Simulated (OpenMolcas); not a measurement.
# N III: effect of the active space

```yaml
Program: OpenMolcas
Method: MS-CASPT2 or its RAS form, IPEA 0.25 Eh, imaginary shift 0.1 Eh
Basis: ANO-RCC
Scalar_Hamiltonian: DKH2, point nucleus
Spin-orbit_coupling: RASSI with atomic mean-field integrals over the reference wave functions, term energies averaged over their components
```

A. 3 electrons in 8 orbitals (2s 2p 3s 3p); 2S+1 = 4 odd, 1 root; 2S+1 = 2 odd, 11 roots; 2S+1 = 4 even, 3 roots; 2S+1 = 2 even, 9 roots; closed shells correlated: 1s; CASPT2 step about 14 core-seconds
B. 3 electrons in 9 orbitals (RAS2 2s 2p; RAS3 3d, at most 2 electrons); 2S+1 = 4 odd, 1 root; 2S+1 = 2 odd, 11 roots; 2S+1 = 4 even, 3 roots; 2S+1 = 2 even, 9 roots; closed shells correlated: 1s; CASPT2 step of the order of 16 core-seconds

Energies in eV above 2s2 2p 2P* 1/2, the measured ground level; measured values from Moore, Selected Tables of Atomic Spectra, NSRDS-NBS 3, section 5.

| Level | A | B | Measured |
| --- | --- | --- | --- |
| 2s2 2p 2P* 1/2 | 0.0000 | 0.0000 | 0.0000 |
| 2s2 2p 2P* 3/2 | 0.0211 | 0.0197 | 0.0216 |
| 2s 2p2 4P 1/2 | 6.985 | 7.040 |  |
| 2s 2p2 4P 3/2 | 6.992 | 7.047 | 7.0977 |
| 2s 2p2 4P 5/2 | 7.004 | 7.059 | 7.1078 |
| 2s 2p2 2D 3/2 | 12.480 | 12.534 | 12.5262 |
| 2s 2p2 2D 5/2 | 12.481 | 12.534 | 12.5254 |
| 2s 2p2 2S 1/2 | 16.219 | 16.251 | 16.2425 |
| 2s 2p2 2P 1/2 | 18.162 | 18.139 | 18.0863 |
| 2s 2p2 2P 3/2 | 18.176 | 18.152 | 18.0999 |
| 2p3 4S* 3/2 | 23.082 | 23.128 | 23.1599 |
| 2p3 2D* 3/2 | 25.306 | 25.200 | 25.1798 |
| 2p3 2D* 5/2 | 25.307 | 25.200 | 25.1780 |
| 2p3 2P* 1/2 | 28.611 | 28.686 | 28.5665 |
| 2p3 2P* 3/2 | 28.613 | 28.687 | 28.5670 |

Deviations, from unrounded energies. A percentage is the sum of absolute deviations over the sum of measured energies, with the sign that they share, or ± where signs differ.

```json
{"Against measurement": "mean absolute deviation (cm-1)", "Levels": "13", "A": "560", "B": "340"}
{"Against measurement": "fine structure of the ground term (%)", "Levels": "1", "A": "-2.2", "B": "-8.9"}
{"Against measurement": "other configurations (%)", "Levels": "12", "A": "±0.4", "B": "±0.2"}
```

B lies closest to measurement on these levels. The largest miss of B in the table is 2p3 2P* 3/2, by +970 cm-1. The ranking rests on the paired levels alone, and a cruder setting can come out closer through cancelling errors.

Between A and B the level of the table that moves most is 2p3 2D* 5/2, by 860 cm-1 (lowest in B, highest in A). Moves below CASPT2's spread within the term are not significant.

CASPT2 breaks the degeneracy within a term, and the mean is taken; among the terms shown or strongly mixed into the levels shown the widest spread is 530 cm-1 (2p3 2D*, A). Active for correlation alone: 3p 3s; no level in the range computed is led by a configuration that fills them, so any true level of that kind is missing (holds for A). Active for correlation alone: 3d; no level in the range computed is led by a configuration that fills it, so any true level of that kind is missing (holds for B). Computed and measured levels are paired by configuration, term and J; levels that our copy of the source lacks, or whose pairing is in doubt (as where it misses far off the trend of its configuration), stay unpaired and out of the deviations. Only configurations of the active space appear.

* marks odd parity.
